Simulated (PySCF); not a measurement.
(HBe-mu-NH2)2: computed shieldings and shifts

(HBe-mu-NH2)2, Be2H6N2, point group C2v.

Geometry:
```json
{"atom": "Be1", "x (Å)": "0.643", "y (Å)": "0.825", "z (Å)": "-0.503"}
{"atom": "H2", "x (Å)": "1.339", "y (Å)": "1.938", "z (Å)": "-0.841"}
{"atom": "N3", "x (Å)": "1.021", "y (Å)": "-0.568", "z (Å)": "0.422"}
{"atom": "Be4", "x (Å)": "-0.659", "y (Å)": "-0.572", "z (Å)": "0.765"}
{"atom": "H5", "x (Å)": "-1.395", "y (Å)": "-0.995", "z (Å)": "1.822"}
{"atom": "N6", "x (Å)": "-1.010", "y (Å)": "0.384", "z (Å)": "-0.613"}
{"atom": "H7", "x (Å)": "1.719", "y (Å)": "-0.544", "z (Å)": "1.165"}
{"atom": "H8", "x (Å)": "1.291", "y (Å)": "-1.359", "z (Å)": "-0.171"}
{"atom": "H9", "x (Å)": "-1.753", "y (Å)": "1.083", "z (Å)": "-0.607"}
{"atom": "H10", "x (Å)": "-1.196", "y (Å)": "-0.192", "z (Å)": "-1.440"}
```

GIAO calculations in PySCF 2.14.0 with density-fitted response routines on the PBE0-D3(BJ)/def2-SVP structure: isolated species, non-relativistic, equivalent atoms averaged; basis pcSseg-1.

Question: Give the isotropic shieldings (ppm) with PBE0, wB97X-D.

Answer: 
```tsv
atoms	environment	PBE0	wB97X-D
N3/N6	nitrogen bonded to 2 Be, 2 H	229.5	233.3
Be1/Be4	Be bonded to 2 N, H	91	94
H2/H5	hydrogen on a Be bonded to 2 N	27.10	27.33
H7/H8/H9/H10	hydrogen on a nitrogen bonded to 2 Be	31.02	31.22
HOMO–LUMO gap (eV)	–	7.04	10.81
```

Question: And the chemical shifts, against references computed in the same way?

Answer: 
```csv
atoms,"nucleus, reference",PBE0,wB97X-D
N3/N6,"¹⁵N, NH3",36.2,30.7
H2/H5,"¹H, TMS",4.16,4.05
H7/H8/H9/H10,"¹H, TMS",0.25,0.16
```

Question: Which part of the shielding of N3/N6 depends on the functional?

Answer: Diamagnetic: PBE0 319, wB97X-D 319 ppm; paramagnetic: PBE0 -89, wB97X-D -86 ppm. The diamagnetic part, set mainly by inner electrons, hardly moves; the paramagnetic part goes with low-lying magnetically allowed excitations and carries the spread.

Question: What couplings does B3LYP/pcJ-1 (spin–dipole term only in couplings to heteroatoms) give?

Answer: ¹J(N3,H7) = -67.0, ²J(H7,H8) = -15.2, ²J(N3,N6) = 7.6, ²J(H2,N3) = -5.3, ³J(N3,H9) = -2.6 Hz (averaged over equivalent pairs; isotopes ¹⁵N, ¹H).

The averaged H atoms aren't alike in the static structure (σ from 30 to 32 ppm); the average presumes fast exchange among these sites. Experimental scales use liquid or dissolved standards, which lie at an offset from isolated NH3 (liquid NH3: subtract about 20 ppm).
